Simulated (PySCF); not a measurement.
C6H16O2Si.
Numbering: `[CH3:1][O:2][SiH2:3][O:4][CH2:5][C:6]([CH3:7])([CH3:8])[CH3:9]` (hydrogens: H10, H11, H12 on C1; H13, H14 on Si3; H15, H16 on C5; H17, H18, H19 on C7; H20, H21, H22 on C8; H23, H24, H25 on C9)

Level of theory: TDDFT wB97X-D/def2-SVPD, vertical, gas phase, core orbitals frozen in the response in PySCF 2.14.0, density-fitted response routines. Isolated species at its PBE0-D3(BJ)/def2-SVP geometry (one conformer only). Torsions of this conformer, `[CH3:1][O:2][SiH2:3][O:4][CH2:5][C:6]([CH3:7])([CH3:8])[CH3:9]`: C1–O2–Si3–O4 -68°, O2–Si3–O4–C5 -94°, Si3–O4–C5–C6 95°, O4–C5–C6–C7 -68°.

| state | E (eV) | E (hartree) | f | main configurations (H = HOMO, L = LUMO) |
| --- | --- | --- | --- | --- |
| S1 | 7.95 | 0.2920 | 0.0028 | H→L (55%), H→L+3 (10%), H→L+4 (8%) |
| S2 | 8.08 | 0.2969 | 0.0098 | H→L+1 (38%), H-1→L (21%), H-1→L+1 (17%) |
| S3 | 8.16 | 0.2999 | 0.020 | H→L+1 (27%), H-1→L+1 (19%), H-1→L (12%) |
| S4 | 8.38 | 0.3081 | 0.014 | H-2→L (35%), H-2→L+3 (17%), H-2→L+2 (16%) |
| S5 | 8.49 | 0.3121 | 0.0065 | H-1→L+3 (27%), H-1→L+2 (25%) |
| S6 | 8.58 | 0.3152 | 0.049 | H-2→L+1 (44%), H→L+1 (9%) |
| S7 | 8.59 | 0.3158 | 0.031 | H→L+2 (26%), H→L (18%), H→L+3 (14%) |
| S8 | 8.73 | 0.3210 | 0.081 | H-1→L+4 (24%), H-1→L+2 (18%), H-1→L (11%) |
| S9 | 8.85 | 0.3252 | 0.0076 | H→L+3 (24%), H-3→L (15%), H→L+2 (15%) |
| S10 | 9.02 | 0.3315 | 0.034 | H-2→L+3 (16%), H-3→L (10%), H-2→L (10%) |

Triplets (Tamm–Dancoff): T1 7.72 eV, H→L (37%), H→L+4 (14%), H→L+2 (14%); T2 7.85 eV, H-1→L+1 (26%), H→L+1 (18%), H-1→L (16%); T3 7.90 eV, H→L+1 (34%), H-1→L+1 (15%), H→L+3 (11%); T4 8.12 eV, H-2→L (18%), H-2→L+3 (17%), H-2→L+2 (16%).

The lowest singlet lies at 7.95 eV (156 nm, vacuum ultraviolet) and is very weak; its leading configuration is HOMO→LUMO (55%). The strongest level in the table is S8 at 8.73 eV (142 nm, f = 0.081). Löwdin shares by element: HOMO oxygen 50%, carbon 24% or more (atoms not listed hold the other 26%); LUMO carbon 24% or more, silicon 14% (atoms not listed hold the other 63%). Weighted by f, the mean energy of these states is 8.63 eV. The oscillator strengths of these states sum to 0.256; summed over the whole spectrum of an exact calculation they would give the number of electrons, 82 (Thomas–Reiche–Kuhn). Orbital energies (eV): HOMO-3 -11.01, HOMO-2 -10.44, HOMO-1 -10.29, HOMO -9.86, LUMO 2.16, LUMO+1 2.49, LUMO+2 2.60. The vertical ionisation energy (ΔSCF) is 9.92 eV, 0.90 eV above S10. Only the lowest 10 singlets were computed, as vertical energies without vibronic structure.

Hardware: an Arm Neoverse N1 with one thread, on a shared host. Cost: 23 min of wall time, 1.6 GiB resident at most.

Without π bonds the low states are Rydberg-like; a valence basis with one diffuse set may place them up to an eV too high.
